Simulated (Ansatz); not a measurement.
CH7Al2NSi. Total charge 0; spin multiplicity 1. The bonds changed during the relaxation, so this is another structure than the one it started from. All single points use the PBE0-D4/def2-TZVP geometry. It is one conformer, not always the lowest.

```xyz
12

N     2.263    0.429   -1.832
Al    0.831    0.239   -0.824
Si   -1.485    0.160   -0.633
C    -1.776   -0.819    0.965
Al   -0.105    0.018    1.540
H     2.252    0.694   -2.802
H     3.210    0.307   -1.512
H     1.155   -0.778    0.603
H    -2.310    1.397   -0.741
H    -2.616   -0.436    1.548
H    -1.858   -1.892    0.826
H     0.440    0.681    2.861
```

Question: What is the dipole moment at PBE/def2-TZVPP? (Estimate.)

Answer: Computed: 1.97 D, with components (1.62, -0.12, -1.12) D in this frame, pointing from negative to positive charge.

Question: And with r2SCAN, B3LYP, ωB97M-V? (Best estimate.)

Answer: Computed: r2SCAN 2.00 D, B3LYP 2.02 D, ωB97M-V 2.06 D.

Question: Give the Mulliken charges with PBE, ωB97M-V, r2SCAN in def2-TZVPP. (Best estimate.)

Answer: Computed: 
```tsv
atom	PBE	ωB97M-V	r2SCAN
N1	-0.40	-0.37	-0.48
Al2	0.30	0.33	0.42
Si3	-0.05	-0.02	-0.02
C4	-0.33	-0.46	-0.38
Al5	0.23	0.28	0.32
H6	0.15	0.11	0.16
H7	0.15	0.11	0.16
H8	-0.10	-0.12	-0.16
H9	-0.05	-0.02	-0.08
H10	0.10	0.12	0.09
H11	0.11	0.13	0.09
H12	-0.10	-0.09	-0.14
```

B3LYP here is the variant with VWN-RPA as its local correlation; programs differ in this.
